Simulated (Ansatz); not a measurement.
Geometry optimisation, Ansatz, RKS revPBE-D4/cc-pVDZ.

input.yaml

```yaml
crystal:
  periodic: [false, false, false]
  atoms:
    - { symbol: O, position_ang: [-0.6037, 2.1042, -0.8301] }
    - { symbol: Al, position_ang: [-0.2137, 1.1166, 0.6095] }
    - { symbol: Si, position_ang: [0.3064, -1.1556, 0.3003] }
    - { symbol: O, position_ang: [0.3108, -1.5503, -1.3543] }
    - { symbol: H, position_ang: [-1.6311, 2.0385, -0.9458] }
    - { symbol: H, position_ang: [-0.2019, 1.7765, 2.0715] }
    - { symbol: H, position_ang: [1.7339, -1.3973, 0.8008] }
    - { symbol: H, position_ang: [-0.5648, -1.971, 1.0711] }
    - { symbol: H, position_ang: [0.9526, -1.0079, -1.7403] }
basis:
  gaussian: { orbitals: cc-pVDZ }
hamiltonian:
  xc: revpbe
  dispersion: d4
relax:
  f_tol: 0.015
  max_steps: 40
output:
  orbitals: {}
```

Run as:

```bash
$ ansatz run input.yaml --threads 1 --pin off --max-ram 2048MiB --backend cpu --events-out ev --progress --plain --runs-dir out
```

Question: Where does it end, and by what steps?

Answer: The run converged. After 17 steps the energy has fallen by 0.682 eV; H5 moved furthest, 0.77 Å.

```json
{"step": "0", "energy less start (eV)": "0.0000", "largest force component (eV/Å)": "2.268", "accepted": "yes"}
{"step": "1", "energy less start (eV)": "-0.3813", "largest force component (eV/Å)": "1.540", "accepted": "yes"}
{"step": "2", "energy less start (eV)": "-0.4662", "largest force component (eV/Å)": "0.928", "accepted": "yes"}
{"step": "3", "energy less start (eV)": "-0.4549", "largest force component (eV/Å)": "1.995", "accepted": "no"}
{"step": "4", "energy less start (eV)": "-0.5070", "largest force component (eV/Å)": "0.680", "accepted": "yes"}
{"step": "5", "energy less start (eV)": "-0.5588", "largest force component (eV/Å)": "0.615", "accepted": "yes"}
{"step": "6", "energy less start (eV)": "-0.6184", "largest force component (eV/Å)": "0.598", "accepted": "yes"}
{"step": "7", "energy less start (eV)": "-0.6679", "largest force component (eV/Å)": "0.166", "accepted": "yes"}
{"step": "8", "energy less start (eV)": "-0.6768", "largest force component (eV/Å)": "0.039", "accepted": "yes"}
{"step": "9", "energy less start (eV)": "-0.6789", "largest force component (eV/Å)": "0.019", "accepted": "yes"}
{"step": "10", "energy less start (eV)": "-0.6802", "largest force component (eV/Å)": "0.056", "accepted": "yes"}
{"step": "11", "energy less start (eV)": "-0.6808", "largest force component (eV/Å)": "0.035", "accepted": "yes"}
{"step": "12", "energy less start (eV)": "-0.6812", "largest force component (eV/Å)": "0.029", "accepted": "yes"}
{"step": "13", "energy less start (eV)": "-0.6815", "largest force component (eV/Å)": "0.060", "accepted": "yes"}
{"step": "14", "energy less start (eV)": "-0.6817", "largest force component (eV/Å)": "0.051", "accepted": "yes"}
{"step": "15", "energy less start (eV)": "-0.6818", "largest force component (eV/Å)": "0.033", "accepted": "yes"}
{"step": "16", "energy less start (eV)": "-0.6819", "largest force component (eV/Å)": "0.022", "accepted": "yes"}
{"step": "17", "energy less start (eV)": "-0.6819", "largest force component (eV/Å)": "0.009", "accepted": "yes"}
```

```xyz
9
Properties=species:S:1:pos:R:3
O -1.007 2.055 -0.519
Al -0.224 1.232 0.829
Si 0.363 -1.129 0.340
O 0.206 -1.356 -1.372
H -1.195 1.510 -1.308
H -0.016 2.155 2.126
H 1.731 -1.571 0.838
H -0.645 -2.099 0.914
H 0.876 -0.845 -1.865
```

Whether the end is a true minimum wasn't checked by a vibrational analysis.

Run time: 89 s on 1 thread of Arm Neoverse N1, with other jobs on the host, peak memory 0.13 GiB.
